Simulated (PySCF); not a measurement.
F₃Ga, charge +1, doublet, at a GFN2-xTB geometry (such geometries of metal compounds can be far from the true shape) (a state made from the parent by changing its charge; the spin is typed, not shown lowest); B3LYP/STO-3G in PySCF.

Here is a job for PySCF.
```python
from pyscf import gto, scf, dft

mol = gto.Mole()
mol.atom = '''
    Ga   -0.000030   -0.011980    0.005142
    F    -1.554950   -0.934156    0.039011
    F     0.004128    1.653790   -0.709779
    F     1.550925   -0.678370    0.653059
'''
mol.basis = 'sto-3g'
mol.charge = 1
mol.spin = 1
mol.verbose = 4
mol.build()

mf = dft.UKS(mol)
mf.xc = 'b3lyp'
mf.kernel()
```

It wrote (shortened):

```
PySCF version 2.14.0

[INPUT] verbose = 4
[INPUT] num. atoms = 4
[INPUT] num. electrons = 57
[INPUT] charge = 1
[INPUT] spin (= nelec alpha-beta = 2S) = 1
[INPUT] symmetry False subgroup None
[INPUT] Mole.unit = angstrom
[INPUT] Symbol           X                Y                Z      unit          X                Y                Z       unit  Magmom
[INPUT]  1 Ga    -0.000030000000  -0.011980000000   0.005142000000 AA   -0.000056691784  -0.022638918972   0.009716971733 Bohr   0.0
[INPUT]  2 F     -1.554950000000  -0.934156000000   0.039011000000 AA   -2.938429637392  -1.765298997619   0.073720105845 Bohr   0.0
[INPUT]  3 F      0.004128000000   1.653790000000  -0.709779000000 AA    0.007800789442   3.125210167544  -1.341287918968 Bohr   0.0
[INPUT]  4 F      1.550925000000  -0.678370000000   0.653059000000 AA    2.930823489741  -1.281933511121   1.234102653182 Bohr   0.0

nuclear repulsion = 285.790392812715
number of shells = 17
number of NR pGTOs = 99
number of NR cGTOs = 33
basis = sto-3g
ecp = {}

******** <class 'pyscf.dft.uks.UKS'> ********
method = UKS
initial guess = minao
damping factor = 0
level_shift factor = 0
DIIS = <class 'pyscf.scf.diis.CDIIS'>
diis_start_cycle = 1
diis_space = 8
diis_damp = 0
SCF conv_tol = 1e-09
SCF conv_tol_grad = None
SCF max_cycles = 50
direct_scf = True
direct_scf_tol = 1e-13
number electrons alpha = 29  beta = 28
XC library pyscf.dft.libxc version 7.1.2
    S. Lehtola, C. Steigemann, M. J. T. Oliveira, and M. A. L. Marques,  SoftwareX 7, 1–5 (2018)
XC functionals = b3lyp
    P. J. Stephens, F. J. Devlin, C. F. Chabalowski, and M. J. Frisch,  J. Phys. Chem. 98, 11623 (1994)
radial grids:
    Treutler-Ahlrichs [JCP 102, 346 (1995); DOI:10.1063/1.469408] (M4) radial grids

becke partition: Becke, JCP 88, 2547 (1988); DOI:10.1063/1.454033
pruning grids: <function nwchem_prune>
grids dens level: 3
symmetrized grids: False
atomic radii adjust function: <function treutler_atomic_radii_adjust>
small_rho_cutoff = 0
Set gradient conv threshold to 3.16228e-05
tot grids = 63696
init E= -2195.11590914645

cycle= 1 E= -2196.96275893283  delta_E= -1.85  |g|= 0.429  |ddm|= 1.92
cycle= 2 E= -2196.05325805536  delta_E= 0.91  |g|= 1.05  |ddm|= 2.12
cycle= 3 E= -2197.11165135743  delta_E= -1.06  |g|= 0.167  |ddm|= 1.71
cycle= 4 E= -2197.1275612019  delta_E= -0.0159  |g|= 0.0983  |ddm|= 0.133
cycle= 5 E= -2197.13205742334  delta_E= -0.0045  |g|= 0.0672  |ddm|= 0.204
cycle= 6 E= -2197.13563494456  delta_E= -0.00358  |g|= 0.00858  |ddm|= 0.0969
cycle= 7 E= -2197.135685149  delta_E= -5.02e-05  |g|= 0.00328  |ddm|= 0.00937
cycle= 8 E= -2197.13569365361  delta_E= -8.5e-06  |g|= 0.000401  |ddm|= 0.00447
cycle= 9 E= -2197.13569382591  delta_E= -1.72e-07  |g|= 0.000352  |ddm|= 0.00115
cycle= 10 E= -2197.13569403948  delta_E= -2.14e-07  |g|= 0.000225  |ddm|= 0.00126
cycle= 11 E= -2197.13569427874  delta_E= -2.39e-07  |g|= 0.000129  |ddm|= 0.00234
cycle= 12 E= -2197.1356943615  delta_E= -8.28e-08  |g|= 4.37e-05  |ddm|= 0.00177
cycle= 13 E= -2197.13569437298  delta_E= -1.15e-08  |g|= 2.76e-05  |ddm|= 0.000331
cycle= 14 E= -2197.13569438387  delta_E= -1.09e-08  |g|= 2.72e-05  |ddm|= 0.00032
cycle= 15 E= -2197.13569440891  delta_E= -2.5e-08  |g|= 2.7e-05  |ddm|= 0.000744
cycle= 16 E= -2197.13569446698  delta_E= -5.81e-08  |g|= 2.69e-05  |ddm|= 0.00177
cycle= 17 E= -2197.13569486715  delta_E= -4e-07  |g|= 3.96e-05  |ddm|= 0.0148
cycle= 18 E= -2197.1356948881  delta_E= -2.09e-08  |g|= 3.22e-05  |ddm|= 0.000939
cycle= 19 E= -2197.13569488215  delta_E= 5.95e-09  |g|= 2.22e-05  |ddm|= 0.000343
cycle= 20 E= -2197.13569507698  delta_E= -1.95e-07  |g|= 4.47e-05  |ddm|= 0.011
cycle= 21 E= -2197.13569515799  delta_E= -8.1e-08  |g|= 1.28e-05  |ddm|= 0.00657
cycle= 22 E= -2197.13569520197  delta_E= -4.4e-08  |g|= 2.32e-05  |ddm|= 0.00566
cycle= 23 E= -2197.13569522547  delta_E= -2.35e-08  |g|= 1.06e-05  |ddm|= 0.00663
cycle= 24 E= -2197.13569522612  delta_E= -6.46e-10  |g|= 5.84e-06  |ddm|= 0.00101
Extra cycle  E= -2197.13569522577  delta_E= 3.48e-10  |g|= 2.19e-05  |ddm|= 4.19e-05
converged SCF energy = -2197.13569522577  <S^2> = 0.75266798  2S+1 = 2.0026662
```
